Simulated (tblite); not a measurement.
Compound: C₄H₁₁ClSi.
SMILES with atom numbers: `[CH3:1][SiH2:2][C:3]([CH3:4])([CH3:5])[Cl:6]` (hydrogens: H7, H8, H9 on C1; H10, H11 on Si2; H12, H13, H14 on C4; H15, H16, H17 on C5)

Geometry (GFN2-xTB, Å), atoms numbered from 1 in this order:
```xyz
17
C4H11ClSi angstrom
C      2.259   -0.901   -0.087
Si     0.943    0.020    0.915
C     -0.544    0.463   -0.223
C     -1.136   -0.735   -0.945
C     -1.624    1.239    0.507
Cl     0.146    1.568   -1.486
H      1.942   -1.910   -0.333
H      3.181   -0.977    0.481
H      2.483   -0.384   -1.015
H      1.461    1.279    1.452
H      0.423   -0.827    1.998
H     -1.953   -0.431   -1.598
H     -0.383   -1.236   -1.548
H     -1.522   -1.442   -0.213
H     -2.047    0.614    1.291
H     -1.213    2.135    0.966
H     -2.422    1.535   -0.173
```

Computed values, GFN2-xTB/tblite, gas phase, harmonic and unscaled. The method is semi-empirical: single wavenumbers can be off by several per cent or more. Modes of hydrogen on silicon can be 10 to 20 % off. One conformer, not necessarily the lowest.

Harmonic wavenumbers (cm⁻¹): 58.4, 118.6, 139.1, 178.4, 218.1, 238.8, 247.6, 318.9, 333.2, 348.4, 461.9, 532.6, 594.6, 680.2, 703.9, 758.2, 778.5, 826.8, 842.7, 951.2, 965.8, 1015.3, 1115.4, 1181.4, 1204.4, 1367.7, 1402.7, 1416.3, 1474.9, 1481.0, 1483.9, 1492.1, 1493.1, 1504.9, 2208.2, 2265.8, 3004.8, 3007.2, 3016.0, 3023.3, 3036.7, 3038.6, 3039.8, 3041.2, 3050.7.

A = 2693, B = 1712, C = 1473 MHz; mass 122.032 u (most abundant isotopes); point group C1, symmetry number 1.

Question: What is the zero-point energy?

Answer: ½Σν̃ = 29831 cm⁻¹ = 356.86 kJ/mol.

Question: What is S at 298.15 K and 1 bar for an ideal gas of classical rigid rotors and harmonic oscillators?

Answer: Translation 168.77, rotation 118.20, vibration 108.41: S = 395.4 J/(mol K).

Question: And Cp and H(298.15 K) − H(0)?

Answer: Cp = 152.18 J/(mol K), of which vibrations give 118.92 (their classical limit is 45 R = 374.2); H(298.15 K) − H(0) = 27.87 kJ/mol without the zero-point energy, 17.95 from vibrations.

Question: Blend soft modes into free rotors: weight 1/[1 + (100 cm⁻¹/ν̃)⁴] for the oscillator and the rest for a rotor with moment μB/(μ + B), μ = h/(8π²ν), B = 10⁻⁴⁴ kg m². What vibrational entropy results?

Answer: 103.43 J/(mol K) in place of 108.41, which changes −T·S at 298.15 K by +1.48 kJ/mol.

Question: Which modes carry the vibrational entropy at 298.15 K?

Answer: 58.4 cm⁻¹: 18.87; 118.6 cm⁻¹: 13.07; 139.1 cm⁻¹: 11.78; 178.4 cm⁻¹: 9.81; 218.1 cm⁻¹: 8.26; 238.8 cm⁻¹: 7.58 J/(mol K); the other 39 give 39.03 together.

Question: What must be added to the electronic energy to get the Gibbs energy at 298.15 K and 1 bar?

Answer: ZPE + [H(298.15 K) − H(0)] − T·S = 356.86 + 27.87 − 117.88 = 266.85 kJ/mol.

Question: How do the functions run with temperature in this model?

Answer: 
| T (K) | S (J/(mol K)) | Cp (J/(mol K)) | H − H(0) (kJ/mol) | G − H(0) (kJ/mol) | ln q(vib) |
| --- | --- | --- | --- | --- | --- |
| 50 | 235.1 | 48.6 | 1.93 | -9.83 | 0.27 |
| 100 | 276.9 | 74.8 | 5.02 | -22.67 | 1.12 |
| 373.15 | 432.3 | 177.4 | 40.24 | -121.07 | 7.61 |
| 500 | 489.5 | 214.1 | 65.15 | -179.60 | 10.62 |
| 750 | 587.1 | 267.6 | 125.81 | -314.55 | 16.24 |
| 1000 | 669.5 | 304.2 | 197.55 | -471.90 | 21.40 |

q(vib) and H(0) count from the zero-point level.

Hindered rotation and anharmonicity are outside this model. Other conformers, if any are populated, would add a mixing term that is left out. The structure is chiral; the term R ln 2 for an equal mix with its mirror image is left out.
